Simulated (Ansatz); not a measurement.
Born–Oppenheimer molecular dynamics of C₂H₅NaSi (9 atoms, charge 0, multiplicity 1). It starts from a relaxed structure.

These are results of RKS B3LYP-D4/6-31G in Ansatz, not measurements.

```
ensemble        : NVT, Nosé–Hoover chain
time step       : 0.5 fs
steps asked     : 300
set temperature : 700 K
thermostat      : time constant 100 fs, chain length 3 (defaults)
masses          : H 10 u
seed            : 672202
```

Frames 1 fs apart, positions in Å, forces in eV/Å.

Velocities at 100.0 fs (Å/ps):

```
Na 0.23 0.04 0.23
C 11.42 -5.20 -7.82
C -0.05 1.13 5.08
Si 1.84 4.18 -0.24
H 5.48 -5.56 5.07
H -14.61 -5.35 -7.64
H -6.86 8.12 -0.12
H 0.70 3.73 -1.84
H -4.05 -7.88 7.97
```

```xyz
9
Properties=species:S:1:pos:R:3:forces:R:3 time_fs=100.0 energy_less_start_eV=0.283 T=581
Na -0.904 -0.597 -2.456 -0.30 -0.57 -0.85
C -0.502 0.529 -0.696 0.55 -0.23 0.97
C 0.954 0.302 -0.149 0.05 0.18 0.58
Si -0.458 -0.483 0.943 -0.01 -0.09 -0.82
H -0.941 1.519 -0.683 0.32 0.52 0.14
H 1.706 -0.355 -0.649 -0.75 0.51 0.15
H 1.449 1.150 0.356 -0.02 -0.17 -0.25
H -0.773 -1.907 0.700 0.04 -0.60 0.05
H -0.714 -0.221 2.393 0.12 0.45 0.02
9
Properties=species:S:1:pos:R:3:forces:R:3 time_fs=101.0 energy_less_start_eV=0.284 T=585
Na -0.904 -0.597 -2.456 -0.32 -0.60 -0.89
C -0.490 0.523 -0.703 0.34 -0.02 1.04
C 0.954 0.304 -0.143 0.11 0.14 0.46
Si -0.456 -0.479 0.943 -0.09 -0.21 -0.66
H -0.936 1.514 -0.678 0.35 0.46 0.10
H 1.691 -0.360 -0.656 -0.64 0.57 0.26
H 1.442 1.158 0.356 0.05 -0.22 -0.27
H -0.772 -1.903 0.699 0.06 -0.58 0.05
H -0.718 -0.229 2.401 0.14 0.46 -0.10
9
Properties=species:S:1:pos:R:3:forces:R:3 time_fs=102.0 energy_less_start_eV=0.292 T=582
Na -0.904 -0.597 -2.457 -0.34 -0.62 -0.93
C -0.478 0.518 -0.710 0.12 0.22 1.09
C 0.954 0.305 -0.138 0.18 0.09 0.34
Si -0.454 -0.475 0.942 -0.18 -0.34 -0.48
H -0.929 1.509 -0.673 0.38 0.38 0.06
H 1.676 -0.364 -0.664 -0.51 0.61 0.37
H 1.435 1.166 0.356 0.12 -0.25 -0.28
H -0.771 -1.900 0.697 0.09 -0.57 0.06
H -0.722 -0.236 2.409 0.16 0.47 -0.22
9
Properties=species:S:1:pos:R:3:forces:R:3 time_fs=103.0 energy_less_start_eV=0.306 T=571
Na -0.904 -0.598 -2.457 -0.36 -0.64 -0.96
C -0.466 0.513 -0.715 -0.13 0.45 1.11
C 0.954 0.306 -0.132 0.24 0.04 0.22
Si -0.452 -0.471 0.941 -0.28 -0.48 -0.30
H -0.923 1.504 -0.668 0.41 0.30 0.01
H 1.659 -0.368 -0.671 -0.38 0.65 0.47
H 1.428 1.174 0.355 0.20 -0.27 -0.28
H -0.770 -1.898 0.695 0.11 -0.54 0.06
H -0.725 -0.243 2.416 0.18 0.48 -0.33
9
Properties=species:S:1:pos:R:3:forces:R:3 time_fs=104.0 energy_less_start_eV=0.327 T=553
Na -0.904 -0.599 -2.458 -0.38 -0.65 -0.97
C -0.454 0.508 -0.720 -0.38 0.68 1.12
C 0.954 0.308 -0.126 0.30 -0.02 0.11
Si -0.450 -0.467 0.940 -0.37 -0.61 -0.12
H -0.916 1.500 -0.662 0.44 0.23 -0.03
H 1.643 -0.372 -0.677 -0.23 0.67 0.56
H 1.421 1.181 0.354 0.28 -0.28 -0.27
H -0.769 -1.896 0.693 0.13 -0.51 0.07
H -0.729 -0.249 2.424 0.20 0.49 -0.45
9
Properties=species:S:1:pos:R:3:forces:R:3 time_fs=105.0 energy_less_start_eV=0.353 T=529
Na -0.905 -0.600 -2.460 -0.39 -0.65 -0.98
C -0.442 0.504 -0.724 -0.63 0.88 1.10
C 0.955 0.309 -0.119 0.35 -0.07 0.00
Si -0.449 -0.464 0.939 -0.46 -0.75 0.05
H -0.909 1.496 -0.657 0.46 0.17 -0.07
H 1.626 -0.375 -0.683 -0.06 0.68 0.64
H 1.415 1.188 0.352 0.36 -0.28 -0.26
H -0.768 -1.895 0.692 0.15 -0.48 0.08
H -0.732 -0.255 2.431 0.22 0.50 -0.55
9
Properties=species:S:1:pos:R:3:forces:R:3 time_fs=106.0 energy_less_start_eV=0.384 T=499
Na -0.905 -0.601 -2.462 -0.40 -0.64 -0.97
C -0.431 0.500 -0.728 -0.86 1.04 1.07
C 0.956 0.311 -0.113 0.38 -0.11 -0.09
Si -0.448 -0.460 0.938 -0.55 -0.88 0.21
H -0.901 1.492 -0.652 0.46 0.14 -0.11
H 1.609 -0.377 -0.689 0.11 0.68 0.70
H 1.409 1.195 0.351 0.44 -0.28 -0.24
H -0.767 -1.894 0.690 0.17 -0.44 0.08
H -0.736 -0.261 2.438 0.24 0.51 -0.65
9
Properties=species:S:1:pos:R:3:forces:R:3 time_fs=107.0 energy_less_start_eV=0.418 T=466
Na -0.906 -0.603 -2.464 -0.40 -0.63 -0.95
C -0.420 0.497 -0.730 -1.08 1.15 1.02
C 0.957 0.312 -0.106 0.39 -0.14 -0.17
Si -0.446 -0.457 0.938 -0.62 -1.01 0.36
H -0.893 1.488 -0.646 0.45 0.13 -0.14
H 1.591 -0.378 -0.694 0.30 0.65 0.75
H 1.403 1.202 0.349 0.52 -0.28 -0.22
H -0.765 -1.893 0.689 0.19 -0.41 0.09
H -0.739 -0.266 2.443 0.25 0.51 -0.74
9
Properties=species:S:1:pos:R:3:forces:R:3 time_fs=108.0 energy_less_start_eV=0.453 T=431
Na -0.907 -0.605 -2.467 -0.40 -0.60 -0.92
C -0.410 0.495 -0.731 -1.27 1.21 0.95
C 0.959 0.313 -0.100 0.37 -0.15 -0.23
Si -0.445 -0.454 0.937 -0.69 -1.12 0.50
H -0.884 1.484 -0.641 0.42 0.16 -0.17
H 1.575 -0.379 -0.698 0.49 0.61 0.78
H 1.398 1.209 0.347 0.60 -0.27 -0.20
H -0.764 -1.893 0.687 0.21 -0.37 0.10
H -0.741 -0.271 2.449 0.27 0.52 -0.81
9
Properties=species:S:1:pos:R:3:forces:R:3 time_fs=109.0 energy_less_start_eV=0.488 T=396
Na -0.908 -0.607 -2.470 -0.40 -0.58 -0.87
C -0.402 0.494 -0.732 -1.42 1.22 0.88
C 0.961 0.314 -0.094 0.33 -0.15 -0.27
Si -0.445 -0.452 0.936 -0.75 -1.21 0.61
H -0.875 1.481 -0.636 0.38 0.23 -0.19
H 1.558 -0.379 -0.702 0.68 0.56 0.79
H 1.394 1.215 0.345 0.68 -0.26 -0.17
H -0.762 -1.893 0.686 0.23 -0.33 0.10
H -0.744 -0.275 2.453 0.28 0.53 -0.87
9
Properties=species:S:1:pos:R:3:forces:R:3 time_fs=110.0 energy_less_start_eV=0.521 T=363
Na -0.909 -0.609 -2.474 -0.39 -0.54 -0.82
C -0.394 0.495 -0.732 -1.53 1.16 0.81
C 0.963 0.315 -0.088 0.26 -0.13 -0.29
Si -0.444 -0.450 0.936 -0.80 -1.29 0.70
H -0.866 1.478 -0.631 0.31 0.33 -0.21
H 1.542 -0.379 -0.704 0.88 0.49 0.78
H 1.390 1.221 0.342 0.74 -0.25 -0.15
H -0.760 -1.894 0.685 0.24 -0.30 0.11
H -0.746 -0.278 2.457 0.29 0.53 -0.92
9
Properties=species:S:1:pos:R:3:forces:R:3 time_fs=111.0 energy_less_start_eV=0.552 T=332
Na -0.911 -0.612 -2.478 -0.38 -0.50 -0.77
C -0.387 0.496 -0.732 -1.60 1.05 0.73
C 0.965 0.316 -0.083 0.16 -0.09 -0.30
Si -0.444 -0.448 0.936 -0.83 -1.35 0.76
H -0.856 1.474 -0.627 0.23 0.48 -0.21
H 1.527 -0.378 -0.706 1.07 0.40 0.75
H 1.386 1.227 0.340 0.81 -0.25 -0.12
H -0.758 -1.895 0.684 0.25 -0.27 0.11
H -0.748 -0.281 2.460 0.29 0.54 -0.95
```

Of the whole run (150 fs, mean temperature of the second half 440 K): The conserved energy stayed within 0.044 meV per atom of its start (net change 0.042 meV per atom), so the integration is sound. The mean temperature of the second half is 37 % below the set value. A run of 0.15 ps of so small a system gives no equilibrium averages. Limits of this set-up: no polarisation functions.

The run took 11 min on 1 thread of Arm Neoverse V1, on a shared host, peak memory 0.1 GiB.
